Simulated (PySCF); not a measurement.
ethane (C$_{2}$H$_{6}$), singlet, geometry from GFN2-xTB; R2SCAN/STO-3G in PySCF.

Here is a job for PySCF.
```python
from pyscf import gto, scf, dft

mol = gto.M(
    atom='''
C    -0.00063425   -0.00460240    0.76069610
C     0.00063425    0.00460240   -0.76069610
H     0.00531742    1.01117798    1.14976058
H    -0.88580270   -0.51053241    1.13981086
H     0.87762477   -0.52140267    1.14121540
H    -0.00531742   -1.01117798   -1.14976058
H    -0.87762477    0.52140267   -1.14121540
H     0.88580270    0.51053241   -1.13981086
''',
    basis='sto-3g',
    verbose=4,
)

mf = dft.RKS(mol)
mf.xc = 'r2scan'
mf.damp = 0.5
mf.diis_start_cycle = 5
mf.kernel()
```

### Question
What does PySCF print? Leave out banner, timings and long lists.

### Answer

```
PySCF version 2.14.0

[INPUT] verbose = 4
[INPUT] num. atoms = 8
[INPUT] num. electrons = 18
[INPUT] charge = 0
[INPUT] spin (= nelec alpha-beta = 2S) = 0
[INPUT] symmetry False subgroup None
[INPUT] Mole.unit = angstrom
[INPUT] Symbol           X                Y                Z      unit          X                Y                Z       unit  Magmom
[INPUT]  1 C     -0.000634250000  -0.004602400000   0.760696100000 AA   -0.001198558795  -0.008697275516   1.437507293025 Bohr   0.0
[INPUT]  2 C      0.000634250000   0.004602400000  -0.760696100000 AA    0.001198558795   0.008697275516  -1.437507293025 Bohr   0.0
[INPUT]  3 H      0.005317420000   1.011177980000   1.149760580000 AA    0.010048467489   1.910849445391   2.172732605021 Bohr   0.0
[INPUT]  4 H     -0.885802700000  -0.510532410000   1.139810860000 AA   -1.673924503400  -0.964766432614   2.153930359205 Bohr   0.0
[INPUT]  5 H      0.877624770000  -0.521402670000   1.141215400000 AA    1.658470455434  -0.985308246917   2.156584555136 Bohr   0.0
[INPUT]  6 H     -0.005317420000  -1.011177980000  -1.149760580000 AA   -0.010048467489  -1.910849445391  -2.172732605021 Bohr   0.0
[INPUT]  7 H     -0.877624770000   0.521402670000  -1.141215400000 AA   -1.658470455434   0.985308246917  -2.156584555136 Bohr   0.0
[INPUT]  8 H      0.885802700000   0.510532410000  -1.139810860000 AA    1.673924503400   0.964766432614  -2.153930359205 Bohr   0.0

nuclear repulsion = 42.4439826416279
number of shells = 12
number of NR pGTOs = 48
number of NR cGTOs = 16
basis = sto-3g
ecp = {}

******** <class 'pyscf.dft.rks.RKS'> ********
method = RKS
initial guess = minao
damping factor = 0.5
level_shift factor = 0
DIIS = <class 'pyscf.scf.diis.CDIIS'>
diis_start_cycle = 5
diis_space = 8
diis_damp = 0
SCF conv_tol = 1e-09
SCF conv_tol_grad = None
SCF max_cycles = 50
direct_scf = True
direct_scf_tol = 1e-13
XC library pyscf.dft.libxc version 7.1.2
    S. Lehtola, C. Steigemann, M. J. T. Oliveira, and M. A. L. Marques,  SoftwareX 7, 1–5 (2018)
XC functionals = r2scan
    J. W. Furness, A. D. Kaplan, J. Ning, J. P. Perdew, and J. Sun,  J. Phys. Chem. Lett. 11, 8208–8215 (2020)
    J. W. Furness, A. D. Kaplan, J. Ning, J. P. Perdew, and J. Sun,  J. Phys. Chem. Lett. 11, 9248–9248 (2020)
    J. W. Furness, A. D. Kaplan, J. Ning, J. P. Perdew, and J. Sun,  J. Phys. Chem. Lett. 11, 8208–8215 (2020)
    J. W. Furness, A. D. Kaplan, J. Ning, J. P. Perdew, and J. Sun,  J. Phys. Chem. Lett. 11, 9248–9248 (2020)
radial grids:
    Treutler-Ahlrichs [JCP 102, 346 (1995); DOI:10.1063/1.469408] (M4) radial grids

becke partition: Becke, JCP 88, 2547 (1988); DOI:10.1063/1.454033
pruning grids: <function nwchem_prune>
grids dens level: 3
symmetrized grids: False
atomic radii adjust function: <function treutler_atomic_radii_adjust>
small_rho_cutoff = 0
Set gradient conv threshold to 3.16228e-05
Initial guess from minao.
tot grids = 87088
init E= -78.6614579703538
  HOMO = -0.34806151763281  LUMO = 0.322500009348674  gap/eV = 18.24691
cycle= 1 E= -78.8239352045191  delta_E= -0.162  |g|= 0.148  |ddm|= 3.01
  HOMO = -0.303407473978739  LUMO = 0.366657319673879  gap/eV = 18.23339
cycle= 2 E= -78.8307589253387  delta_E= -0.00682  |g|= 0.0151  |ddm|= 0.184
  HOMO = -0.289748059202728  LUMO = 0.379200204418347  gap/eV = 18.20301
cycle= 3 E= -78.8307859686345  delta_E= -2.7e-05  |g|= 0.00682  |ddm|= 0.00985
  HOMO = -0.283331693620794  LUMO = 0.385019635303423  gap/eV = 18.18677
cycle= 4 E= -78.8307886127925  delta_E= -2.64e-06  |g|= 0.00336  |ddm|= 0.00206
  HOMO = -0.276964788804461  LUMO = 0.390799838376737  gap/eV = 18.17080
cycle= 5 E= -78.8307893690619  delta_E= -7.56e-07  |g|= 0.000106  |ddm|= 0.00181
  HOMO = -0.276978979367984  LUMO = 0.390798761970734  gap/eV = 18.17116
cycle= 6 E= -78.8307893731685  delta_E= -4.11e-09  |g|= 1.98e-05  |ddm|= 0.000205
  HOMO = -0.276975344535819  LUMO = 0.390801326163823  gap/eV = 18.17113
cycle= 7 E= -78.8307893732865  delta_E= -1.18e-10  |g|= 8.28e-06  |ddm|= 3.8e-05
  HOMO = -0.27697742438657  LUMO = 0.39079892949878  gap/eV = 18.17112
Extra cycle  E= -78.8307893732902  delta_E= -3.72e-12  |g|= 7.52e-06  |ddm|= 2.07e-05
converged SCF energy = -78.8307893732902
```
